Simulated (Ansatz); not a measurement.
The same path of CH$_{7}$AlGe (10 atoms, charge 0, multiplicity 1) was run twice with different band settings. The coordinate that changes most is the dihedral Al1–C2–Ge3–H8.

The calculation used Ansatz 0.2.0, RKS PBE0-D4/def2-SVP.

Relaxed end points:

```xyz
10
Properties=species:S:1:pos:R:3
Al -1.452 0.300 -1.065
C 0.453 0.236 -0.644
Ge 0.841 -0.376 1.177
H -2.177 -0.981 -1.670
H -2.288 1.623 -0.774
H 0.910 1.235 -0.744
H 0.981 -0.452 -1.325
H 0.272 -1.793 1.397
H 0.184 0.567 2.208
H 2.359 -0.410 1.443
```

```xyz
10
Properties=species:S:1:pos:R:3
Al -1.219 1.006 -0.923
C 0.304 -0.197 -0.728
Ge 0.751 -0.649 1.126
H -2.688 0.413 -1.081
H -0.998 2.582 -0.900
H 1.213 0.254 -1.165
H 0.115 -1.153 -1.246
H 1.958 -1.607 1.187
H -0.450 -1.329 1.817
H 1.098 0.628 1.919
```

Common settings: spring 5.0 eV/Å²; optimiser quadratic models (default); start path IDPP; force threshold 0.03 eV/Å; iteration limit 60; end points relaxed.

| run | movable images | climbing image |
| --- | --- | --- |
| 1 | 7 | yes |
| 2 | 6 | no |

What does each run give, and how far can it be trusted?

Run 1: converged after 8 iterations, highest image 0.018 eV above the first end. A vibrational analysis at the climbing image gives no mode beyond 40i cm⁻¹: the surface is too flat there to confirm a saddle point.
Run 2: converged after 8 iterations, highest image 0.018 eV above the first end. No image climbed, so the highest image needn't sit at the top of the path.
